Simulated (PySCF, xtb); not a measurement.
NbOCl3, SMILES [Nb]([Cl])(=[O])([Cl])[Cl], multiplicity 1.

Harmonic wavenumbers (cm⁻¹) from GFN2-xTB in xtb 6.7.1 at its own minimum, in rising order: 109, 109, 121, 150, 150, 327, 363, 364, 842.

Task: What does PBE-D3(BJ)/def2-SVP (PySCF) give at its own minimum? (An estimate is asked for; the answer gives what the named calculation found.)

Result: 101, 101, 124, 213, 213, 382, 436, 436, 1008. Paired by order, the mean absolute difference is 57 cm⁻¹ and the zero-point energies are 3.6 and 4.3 kcal/mol.
